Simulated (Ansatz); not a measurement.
Ideal-gas functions of `[SeH]B([SeH])[SeH]` at 298.15 K and 1 bar, from an Ansatz frequency run at PBE0-D4/def2-TZVP.

Molar mass 250.72 g/mol, point group Cs (symmetry number 1), electronic degeneracy 1, moments of inertia 432.638, 475.829, 908.467 u Å². Harmonic wavenumbers (cm⁻¹, unscaled): 110, 122, 138, 260, 287, 330, 367, 643, 709, 721, 906, 928, 2434, 2439, 2448.

Use S(trans) = R[1.5 ln M + 2.5 ln T − 1.1517]; rotational temperatures θ = 24.2544 K / I; S(rot) = R[ln(√π/σ · √(T³/θAθBθC)) + 1.5]; for each mode x = 1.438777 ν̃/T, S = R[x/(eˣ − 1) − ln(1 − e⁻ˣ)] and H = RT x/(eˣ − 1); 1 cm⁻¹ = 0.0119627 kJ/mol; R = 8.31446 J/(mol·K).

**Question.** By hand: the entropy, in J/(mol·K).

**Answer.** Translation 177.8. Rotation: θ = 0.0561, 0.051, 0.0267 K, giving 127.7. Vibration, mode by mode: 13.68, 12.84, 11.85, 6.95, 6.24, 5.27, 4.57, 1.60, 1.24, 1.18, 0.57, 0.52, 0.00, 0.00, 0.00, in all 66.5. Electronic 0.0. Sum 372.0 J/(mol·K).

**Question.** By hand: H − E and G − E in kJ/mol, counted from the electronic energy.

**Answer.** Zero-point energy ½ × 12842 × 0.0119627 = 76.8; thermal vibration 10.9; translation, rotation and pV give 4 RT = 9.9. H − E = 97.6 kJ/mol, and G − E = 97.6 − 298.15 × 372.0/1000 = -13.3 kJ/mol.

Vibration gives 18 % of the entropy, 38.4 J/(mol·K) of it from the modes under 150 cm⁻¹: soft modes count most, and the harmonic formula is weakest for them. The sum counts one conformer and one mirror image; others add a mixing term.
